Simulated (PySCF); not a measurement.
Simulation results for B2H6N2, CH6B2N, B2H5NSi, AlB2H5N and others

Computed with PySCF 2.14.0. Calculation on a computer-drawn molecule: the log of a Hartree-Fock and frozen-core CCSD(T) single point meant for a local Hartree-Fock minimum, with one planted fault or none, to be diagnosed. Offsets are logged minus clean, where the clean run is the same molecule without the fault. The reference is restricted for singlets and unrestricted otherwise, and also for a bond in bohr or an excited solution. Adding or removing an electron swaps singlet and doublet. The excited solution moves the top pair (singlet) or top alpha electron (doublet) to the lowest empty orbital. Highest occupied and lowest empty are orbital energies over both spins, largest force is the largest gradient component, triples share is (T) over the correlation energy, the T1 limit is 0.02 restricted and 0.045 unrestricted, electrons count all cores, a negative frequency is imaginary (commonest isotopes), and the dipole is about the centre of nuclear charge.

Common to all runs: logged SCF converged yes; logged CC converged yes; logged SCF stable within its kind yes; possible faults no fault, one electron removed, one electron added, multiplicity raised by two, geometry at a saddle point, SCF held on an excited solution, minimal basis STO-3G, one bond length entered in bohr, all coordinates scaled.

```json
{"entry": 1, "formula": "B2H6N2", "logged_structure": {"atoms_angstrom": [["B", -2.9697, -0.098, -1.4453], ["N", -2.3341, 0.4853, -0.2806], ["B", -2.7187, 1.698, 0.5113], ["N", -3.8647, 2.5169, 0.1997], ["H", -3.9923, 0.4166, -1.9281], ["H", -2.49, -1.1187, -1.9654], ["H", -1.4878, 0.002, 0.0635], ["H", -2.011, 2.0089, 1.4843], ["H", -4.507, 2.3361, -0.5859], ["H", -4.1072, 3.3451, 0.761]]}, "given": {"meant_charge": 0, "meant_multiplicity": 1, "meant_basis": "cc-pVDZ", "logged_electrons": 30, "logged_basis_functions": 86, "logged_spin_squared": 0.0, "logged_highest_occupied [eV]": -10.72, "logged_lowest_empty [eV]": 3.2181, "logged_largest_force [hartree/bohr]": 0.02428, "logged_T1_diagnostic": 0.015779, "logged_D1_diagnostic": 0.0504, "logged_triples_share": 0.0284, "logged_dipole_magnitude [debye]": 0.99508, "logged_energy_HF [hartree]": -161.87516, "logged_energy_CCSD(T) [hartree]": -162.45027, "drawn_bonds_atom": [1, 2, 3, 1, 1, 2, 3, 4, 4], "drawn_bonds_other_atom": [2, 3, 4, 5, 6, 7, 8, 9, 10], "drawn_bonds_order": [1, 1, 1, 1, 1, 1, 1, 1, 1]}, "results": {"planted_fault": "all coordinates scaled, by +3.3 %", "HF_energy_offset_from_clean_run [kcal/mol]": 6.303, "CCSD(T)_energy_offset_from_clean_run [kcal/mol]": 1.974}}
{"entry": 2, "formula": "CH6B2N", "logged_structure": {"atoms_angstrom": [["B", -1.3735, -1.3845, 1.6236], ["N", -1.9463, 0.0177, 1.2915], ["B", -2.072, 0.7559, -0.0932], ["C", -1.565, 0.0952, -1.571], ["H", -0.894, -2.1536, 0.6722], ["H", -1.3733, -1.7973, 2.8754], ["H", -2.3245, 0.5887, 2.1504], ["H", -2.6083, 1.9628, -0.0775], ["H", -1.6869, 0.7045, -2.5865], ["H", -1.0719, -0.9805, -1.6931]]}, "given": {"meant_charge": 0, "meant_multiplicity": 2, "meant_basis": "cc-pVDZ", "logged_electrons": 29, "logged_basis_functions": 86, "logged_spin_squared": 0.7635, "logged_highest_occupied [eV]": -10.312, "logged_lowest_empty [eV]": 1.5753, "logged_largest_force [hartree/bohr]": 0.055843, "logged_T1_diagnostic": 0.017551, "logged_D1_diagnostic": 0.065994, "logged_triples_share": 0.03096, "logged_dipole_magnitude [debye]": 0.5119, "logged_energy_HF [hartree]": -145.15028, "logged_energy_CCSD(T) [hartree]": -145.68254, "drawn_bonds_atom": [1, 2, 3, 1, 1, 2, 3, 4, 4], "drawn_bonds_other_atom": [2, 3, 4, 5, 6, 7, 8, 9, 10], "drawn_bonds_order": [1, 1, 1, 1, 1, 1, 1, 1, 1]}, "results": {"planted_fault": "all coordinates scaled, by +9.7 %", "HF_energy_offset_from_clean_run [kcal/mol]": 44.75, "CCSD(T)_energy_offset_from_clean_run [kcal/mol]": 33.09}}
{"entry": 3, "formula": "CH6B2N", "logged_structure": {"atoms_angstrom": [["B", -1.2521, -1.2621, 1.4801], ["N", -1.7742, 0.0161, 1.1773], ["B", -1.8887, 0.6891, -0.085], ["C", -1.4266, 0.0867, -1.4321], ["H", -0.815, -1.9631, 0.6128], ["H", -1.2519, -1.6384, 2.6212], ["H", -2.1189, 0.5367, 1.9602], ["H", -2.3777, 1.7892, -0.0707], ["H", -1.5377, 0.6422, -2.3578], ["H", -0.9771, -0.8938, -1.5434]]}, "given": {"meant_charge": 0, "meant_multiplicity": 2, "meant_basis": "cc-pVDZ", "logged_electrons": 29, "logged_basis_functions": 86, "logged_spin_squared": 3.7781, "logged_highest_occupied [eV]": -5.7177, "logged_lowest_empty [eV]": -2.8034, "logged_largest_force [hartree/bohr]": 0.048904, "logged_T1_diagnostic": 0.021211, "logged_D1_diagnostic": 0.076418, "logged_triples_share": 0.030247, "logged_dipole_magnitude [debye]": 1.3714, "logged_energy_HF [hartree]": -144.98035, "logged_energy_CCSD(T) [hartree]": -145.4967, "drawn_bonds_atom": [1, 2, 3, 1, 1, 2, 3, 4, 4], "drawn_bonds_other_atom": [2, 3, 4, 5, 6, 7, 8, 9, 10], "drawn_bonds_order": [1, 1, 1, 1, 1, 1, 1, 1, 1]}, "results": {"planted_fault": "multiplicity raised by two", "HF_energy_offset_from_clean_run [kcal/mol]": 151.4, "CCSD(T)_energy_offset_from_clean_run [kcal/mol]": 149.7}}
{"entry": 4, "formula": "B2H5NSi", "logged_structure": {"atoms_angstrom": [["B", -0.5081, 0.5384, 1.1172], ["N", -0.005, -0.6921, 0.6413], ["B", 0.7477, -0.8626, -0.5621], ["Si", 1.1166, 0.6767, -1.8642], ["H", -0.3311, 1.5303, 0.4543], ["H", -1.0996, 0.6034, 2.1579], ["H", -0.1631, -1.5032, 1.2089], ["H", 1.14, -1.9762, -0.8189], ["H", 2.4408, 1.0288, -1.208]]}, "given": {"meant_charge": 0, "meant_multiplicity": 1, "meant_basis": "cc-pV(D+d)Z", "logged_electrons": 36, "logged_basis_functions": 29, "logged_spin_squared": 0.0, "logged_highest_occupied [eV]": -5.6429, "logged_lowest_empty [eV]": 6.2179, "logged_largest_force [hartree/bohr]": 0.02702, "logged_T1_diagnostic": 0.016846, "logged_D1_diagnostic": 0.063458, "logged_triples_share": 0.019625, "logged_dipole_magnitude [debye]": 0.9465, "logged_energy_HF [hartree]": -390.98775, "logged_energy_CCSD(T) [hartree]": -391.19754, "drawn_bonds_atom": [1, 2, 3, 1, 1, 2, 3, 4], "drawn_bonds_other_atom": [2, 3, 4, 5, 6, 7, 8, 9], "drawn_bonds_order": [1, 1, 1, 1, 1, 1, 1, 1]}, "results": {"planted_fault": "minimal basis STO-3G", "HF_energy_offset_from_clean_run [kcal/mol]": 2932, "CCSD(T)_energy_offset_from_clean_run [kcal/mol]": 3104}}
{"entry": 5, "formula": "B2H5NSi", "logged_structure": {"atoms_angstrom": [["B", -0.4654, 0.4931, 1.0233], ["N", -0.0046, -0.634, 0.5875], ["B", 0.6849, -0.7901, -0.5149], ["Si", 1.0228, 0.6198, -1.7076], ["H", -0.3033, 1.4018, 0.4161], ["H", -1.0072, 0.5527, 1.9766], ["H", -0.1494, -1.3769, 1.1073], ["H", 1.0443, -1.8102, -0.7501], ["H", 2.2358, 0.9424, -1.1066]]}, "given": {"meant_charge": 0, "meant_multiplicity": 1, "meant_basis": "cc-pV(D+d)Z", "logged_electrons": 36, "logged_basis_functions": 90, "logged_spin_squared": 0.0, "logged_highest_occupied [eV]": -8.2043, "logged_lowest_empty [eV]": 1.1744, "logged_largest_force [hartree/bohr]": 0.087496, "logged_T1_diagnostic": 0.013904, "logged_D1_diagnostic": 0.039476, "logged_triples_share": 0.027725, "logged_dipole_magnitude [debye]": 2.618, "logged_energy_HF [hartree]": -395.59148, "logged_energy_CCSD(T) [hartree]": -396.06617, "drawn_bonds_atom": [1, 2, 3, 1, 1, 2, 3, 4], "drawn_bonds_other_atom": [2, 3, 4, 5, 6, 7, 8, 9], "drawn_bonds_order": [1, 1, 1, 1, 1, 1, 1, 1]}, "results": {"planted_fault": "all coordinates scaled, by -8.4 %", "HF_energy_offset_from_clean_run [kcal/mol]": 42.93, "CCSD(T)_energy_offset_from_clean_run [kcal/mol]": 48.91}}
{"entry": 6, "formula": "B2H5NSi", "logged_structure": {"atoms_angstrom": [["B", -0.5081, 0.5384, 1.1172], ["N", -0.005, -0.6921, 0.6413], ["B", 0.7477, -0.8626, -0.5621], ["Si", 1.1166, 0.6767, -1.8642], ["H", -0.3311, 1.5303, 0.4543], ["H", -1.0996, 0.6034, 2.1579], ["H", -0.1631, -1.5032, 1.2089], ["H", 1.14, -1.9762, -0.8189], ["H", 2.4408, 1.0288, -1.208]]}, "given": {"meant_charge": 0, "meant_multiplicity": 1, "meant_basis": "cc-pV(D+d)Z", "logged_electrons": 37, "logged_basis_functions": 90, "logged_spin_squared": 0.7698, "logged_highest_occupied [eV]": -0.7792, "logged_lowest_empty [eV]": 6.7981, "logged_largest_force [hartree/bohr]": 0.020399, "logged_T1_diagnostic": 0.020679, "logged_D1_diagnostic": 0.078941, "logged_triples_share": 0.031567, "logged_dipole_magnitude [debye]": 7.4262, "logged_energy_HF [hartree]": -395.65798, "logged_energy_CCSD(T) [hartree]": -396.15505, "drawn_bonds_atom": [1, 2, 3, 1, 1, 2, 3, 4], "drawn_bonds_other_atom": [2, 3, 4, 5, 6, 7, 8, 9], "drawn_bonds_order": [1, 1, 1, 1, 1, 1, 1, 1]}, "results": {"planted_fault": "one electron added", "HF_energy_offset_from_clean_run [kcal/mol]": 1.205, "CCSD(T)_energy_offset_from_clean_run [kcal/mol]": -6.866}}
{"entry": 7, "formula": "AlB2H5N", "logged_structure": {"atoms_angstrom": [["B", -0.5677, -0.5524, 1.2853], ["N", -0.385, 0.7356, 0.5861], ["B", 0.2682, 0.772, -0.5765], ["Al", 1.3695, 0.7679, -2.5177], ["H", -1.1528, -0.5477, 2.315], ["H", -0.1102, -1.5191, 0.7624], ["H", -1.0958, 2.3208, 1.3752], ["H", 1.4721, 2.1977, -3.1195], ["H", 1.8326, -0.6625, -2.9133]]}, "given": {"meant_charge": 1, "meant_multiplicity": 1, "meant_basis": "cc-pV(D+d)Z", "logged_electrons": 34, "logged_basis_functions": 90, "logged_spin_squared": 0.6644, "logged_highest_occupied [eV]": -16.726, "logged_lowest_empty [eV]": -5.7945, "logged_largest_force [hartree/bohr]": 0.02876, "logged_T1_diagnostic": 0.065935, "logged_D1_diagnostic": 0.30707, "logged_triples_share": 0.038468, "logged_dipole_magnitude [debye]": 1.5333, "logged_energy_HF [hartree]": -348.28173, "logged_energy_CCSD(T) [hartree]": -348.71209, "drawn_bonds_atom": [1, 2, 3, 1, 1, 2, 4, 4], "drawn_bonds_other_atom": [2, 3, 4, 5, 6, 7, 8, 9], "drawn_bonds_order": [1, 1, 1, 1, 1, 1, 1, 1]}, "results": {"planted_fault": "one bond length entered in bohr, row 6 of the drawn bonds", "HF_energy_offset_from_clean_run [kcal/mol]": 94.35, "CCSD(T)_energy_offset_from_clean_run [kcal/mol]": 89.18}, "notes": ["T1 above single-reference limit"]}
{"entry": 8, "formula": "AlB2H5N", "logged_structure": {"atoms_angstrom": [["B", 0.0257, -1.6522, 0.0099], ["N", 1.1882, -0.8967, 0.2789], ["B", 1.2689, 0.3003, 1.0611], ["Al", -0.4976, 1.2319, 1.8886], ["H", -1.0321, -1.275, 0.4469], ["H", 0.0858, -2.6554, -0.6447], ["H", 2.0462, -1.2445, -0.1073], ["H", 2.3686, 0.7856, 1.1799], ["H", -1.0454, 0.8813, 3.347]]}, "given": {"meant_charge": 0, "meant_multiplicity": 2, "meant_basis": "cc-pV(D+d)Z", "logged_electrons": 35, "logged_basis_functions": 90, "logged_spin_squared": 3.7782, "logged_highest_occupied [eV]": -5.7353, "logged_lowest_empty [eV]": -1.049, "logged_largest_force [hartree/bohr]": 0.044291, "logged_T1_diagnostic": 0.061821, "logged_D1_diagnostic": 0.35679, "logged_triples_share": 0.031218, "logged_dipole_magnitude [debye]": 1.1591, "logged_energy_HF [hartree]": -348.52568, "logged_energy_CCSD(T) [hartree]": -348.95964, "drawn_bonds_atom": [1, 2, 3, 1, 1, 2, 3, 4], "drawn_bonds_other_atom": [2, 3, 4, 5, 6, 7, 8, 9], "drawn_bonds_order": [1, 1, 1, 1, 1, 1, 1, 1]}, "results": {"planted_fault": "multiplicity raised by two", "HF_energy_offset_from_clean_run [kcal/mol]": 85.84, "CCSD(T)_energy_offset_from_clean_run [kcal/mol]": 90.86}, "notes": ["T1 above single-reference limit"]}
{"entry": 9, "formula": "B2H6NSi", "logged_structure": {"atoms_angstrom": [["B", -2.1932, -0.0359, 0.0], ["N", -0.8014, 0.4187, 0.0], ["Si", 0.5388, -0.5566, 0.0], ["B", 2.4409, 0.2443, 0.0], ["H", -3.0527, 0.7832, 0.0], ["H", -2.389, -1.2113, 0.0], ["H", -0.667, 1.418, 0.0], ["H", 0.219, -1.9838, 0.0], ["H", 3.362, -0.505, 0.0], ["H", 2.5425, 1.4285, 0.0]]}, "given": {"meant_charge": 1, "meant_multiplicity": 1, "meant_basis": "cc-pV(D+d)Z", "logged_electrons": 36, "logged_basis_functions": 95, "logged_spin_squared": 0.0, "logged_highest_occupied [eV]": -17.343, "logged_lowest_empty [eV]": -5.6171, "logged_largest_force [hartree/bohr]": 4.9054e-05, "logged_lowest_frequency [cm^-1]": -131.41, "logged_T1_diagnostic": 0.013886, "logged_D1_diagnostic": 0.051452, "logged_triples_share": 0.026974, "logged_dipole_magnitude [debye]": 2.3479, "logged_energy_HF [hartree]": -396.00627, "logged_energy_CCSD(T) [hartree]": -396.47565, "drawn_bonds_atom": [1, 2, 3, 1, 1, 2, 3, 4, 4], "drawn_bonds_other_atom": [2, 3, 4, 5, 6, 7, 8, 9, 10], "drawn_bonds_order": [1, 1, 1, 1, 1, 1, 1, 1, 1]}, "results": {"planted_fault": "geometry at a saddle point", "HF_energy_offset_from_clean_run [kcal/mol]": 2.681, "CCSD(T)_energy_offset_from_clean_run [kcal/mol]": 2.83}}
{"entry": 10, "formula": "B2H6NSi", "logged_structure": {"atoms_angstrom": [["B", 1.364, -3.2564, 0.503], ["N", 0.1852, -2.7724, 1.3126], ["Si", -0.5416, -1.2276, 1.0776], ["B", 0.2181, 0.0814, -0.3983], ["H", 1.8063, -2.482, -0.364], ["H", 1.8385, -4.3717, 0.7197], ["H", -0.1898, -3.4211, 2.043], ["H", -1.7181, -0.9289, 1.9946], ["H", -0.2548, 0.0162, -1.5365], ["H", 1.1024, 0.8782, -0.0719]]}, "given": {"meant_charge": 1, "meant_multiplicity": 1, "meant_basis": "cc-pV(D+d)Z", "logged_electrons": 36, "logged_basis_functions": 95, "logged_spin_squared": 0.0, "logged_highest_occupied [eV]": -17.43, "logged_lowest_empty [eV]": -4.5084, "logged_largest_force [hartree/bohr]": 0.022677, "logged_T1_diagnostic": 0.014758, "logged_D1_diagnostic": 0.053561, "logged_triples_share": 0.028768, "logged_dipole_magnitude [debye]": 2.4708, "logged_energy_HF [hartree]": -395.99851, "logged_energy_CCSD(T) [hartree]": -396.47508, "drawn_bonds_atom": [1, 2, 3, 1, 1, 2, 3, 4, 4], "drawn_bonds_other_atom": [2, 3, 4, 5, 6, 7, 8, 9, 10], "drawn_bonds_order": [1, 1, 1, 1, 1, 1, 1, 1, 1]}, "results": {}}
```

To be estimated
1. Which fault was planted in the run of B2H6NSi (entry 10)?

Answers
1. all coordinates scaled, by +3.8 %

Further results for B2H6NSi (entry 10):

* HF energy offset from clean run: 7.55 kcal/mol
* CCSD(T) energy offset from clean run: 3.19 kcal/mol
